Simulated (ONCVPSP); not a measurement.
# What one change does to a pseudopotential (indium (In), ONCV)

indium (In), optimised norm-conserving Vanderbilt (ONCV), made with ONCVPSP 4.0.1 (PBEsol, scalar-relativistic). Core [Kr] 4d10, reference 5s2 5p1. Waves: 5s: rc 2.20 bohr, ncon 4, nbas 8, qcut 3.1 1/bohr, 2 projectors, debl 0.4 Ha; 5p: rc 2.70 bohr, ncon 4, nbas 8, qcut 2.7 1/bohr, 1 projector; d scattering state at 0.32 Ha: rc 2.50 bohr, ncon 4, nbas 7, qcut 3.4 1/bohr, 2 projectors, debl 2.8 Ha. Local part: polynomial inside 2.20 bohr (lpopt 5, dvloc0 1 Ha). Core correction: Teter function, fcfact 2.75, rcfact 1.75.

All-electron outer shells of the reference configuration (PBEsol, scalar-relativistic, ld1.x):

| shell | level (eV) | outermost node (bohr) | outermost maximum (bohr) |
| --- | --- | --- | --- |
| 4p | -78.02 | 0.42 | 0.82 |
| 4d | -18.59 | 0.40 | 0.94 |
| 5s | -8.25 | 1.02 | 2.16 |
| 5p | -2.52 | 1.14 | 2.85 |

Change: local potential polynomial inside 2.20 bohr (lpopt 5, dvloc0 3 Ha).

Cutoffs: the cutoffs (Ha) at which the residual kinetic energy of the hardest occupied pseudo-wave falls to 1 and 0.1 mHa per electron; they do not see the model core or the augmentation charge, which bear on the density cutoff. Errors are all-electron minus pseudo energies relative to the spin-unpolarised reference configuration.

Problem. Predict the effect on cutoff, ghosts and configuration errors.

Solution. The potential gets neither clearly harder nor softer (5.7 Ha and 29 Ha → 5.7 Ha and 29 Ha); the bound ghost in d disappears; the errors of the 4 common tests hardly move. In the separable form a ghost depends on how the local part lies against the semilocal potential of the channel, so the choice of the local part can create or remove one.

| quantity | base | changed |
| --- | --- | --- |
| cutoff, loose | 5.7 Ha | 5.7 Ha |
| cutoff, tight | 29 Ha | 29 Ha |
| bound ghosts | d | none |
| GHOST(+) flags under 300 eV | s at 79.2 eV | d at 72.1 eV |
| error for 5s2 5p0, meV [ΔE 5.36 eV] | -120 | -120 |
| error for 5s1 5p0, meV [ΔE 24.64 eV] | -563 | -563 |
| error for 5s2 5p0.5, meV [ΔE 1.94 eV] | -25 | -25 |
| error for 5s1 5p1, meV [ΔE 12.02 eV] | -101 | -102 |
| s: phases at 2.23 bohr within 0.05 rad from the reference energy up to (Ha; the scan ends near 5) | 2.4 | 2.5 |
| p: phases at 2.75 bohr within 0.05 rad from the reference energy up to (Ha; the scan ends near 5) | 0.9 | 1.2 |
| d: phases at 2.54 bohr within 0.05 rad from the reference energy up to (Ha; the scan ends near 5) | 0.6 | 0.5 |
| rms error of d²Exc/dni dnj with the model core, mHa | 4.13 | 4.13 |

Base: The cutoffs count occupied waves only; projector 2 of the d channel, the hardest unoccupied one, needs 44 Ha at the loose tolerance. Changed file: The cutoffs count occupied waves only; projector 2 of the d channel, the hardest unoccupied one, needs 44 Ha at the loose tolerance. A true bound ghost makes a file unfit for plane-wave use even where its test errors are small: the radial tests pick states by their node count and pass the ghost by.
